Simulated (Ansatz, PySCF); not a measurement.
SiCl₂I₂, SMILES Cl[Si](Cl)(I)I. Atoms are numbered in the order given.

```xyz
5

Cl    -0.0112    -1.6590     1.9003
Si     0.0000     0.0000     0.7003
Cl     0.0112     1.6590     1.9003
I     -1.9962     0.0135    -0.6768
I      1.9962    -0.0135    -0.6768
```
Charge 0, spin multiplicity 1.

The structure is a stationary point at PBE0-D3(BJ)/def2-SVP. The def2 effective core potentials stand for the cores of I; spin–orbit coupling is left out.

Two levels are set side by side: PBE-D3(BJ)/def2-SVP (Ansatz, a quantum-chemistry and plane-wave program) and PBE0-D3(BJ)/def2-SVP (Ansatz). Each level has its own optimised geometry; the coordinates shown are those of the second. Frequencies come from the Hessian of PySCF at each geometry. Differences are taken from unrounded values.

```json
[
 {"quantity": "mean bond length (Å)", "PBE0-D3(BJ)": "2.236", "PBE-D3(BJ)": "2.256", "PBE-D3(BJ) minus PBE0-D3(BJ)": "0.020"},
 {"quantity": "bond Cl1–Si2 (Å)", "PBE0-D3(BJ)": "2.048", "PBE-D3(BJ)": "2.065", "PBE-D3(BJ) minus PBE0-D3(BJ)": "0.017"},
 {"quantity": "bond Si2–Cl3 (Å)", "PBE0-D3(BJ)": "2.048", "PBE-D3(BJ)": "2.065", "PBE-D3(BJ) minus PBE0-D3(BJ)": "0.017"},
 {"quantity": "bond Si2–I4 (Å)", "PBE0-D3(BJ)": "2.425", "PBE-D3(BJ)": "2.448", "PBE-D3(BJ) minus PBE0-D3(BJ)": "0.023"},
 {"quantity": "bond Si2–I5 (Å)", "PBE0-D3(BJ)": "2.425", "PBE-D3(BJ)": "2.448", "PBE-D3(BJ) minus PBE0-D3(BJ)": "0.023"},
 {"quantity": "highest harmonic wavenumber (cm⁻¹)", "PBE0-D3(BJ)": "614", "PBE-D3(BJ)": "589", "PBE-D3(BJ) minus PBE0-D3(BJ)": "-25"},
 {"quantity": "mean harmonic wavenumber (cm⁻¹)", "PBE0-D3(BJ)": "282", "PBE-D3(BJ)": "270", "PBE-D3(BJ) minus PBE0-D3(BJ)": "-12"},
 {"quantity": "zero-point energy (kcal/mol)", "PBE0-D3(BJ)": "3.63", "PBE-D3(BJ)": "3.47", "PBE-D3(BJ) minus PBE0-D3(BJ)": "-0.16"}
]
```

GGA bonds tend to be longer and softer than those of functionals with exact exchange. Differences between two approximate levels are no errors against the true value.
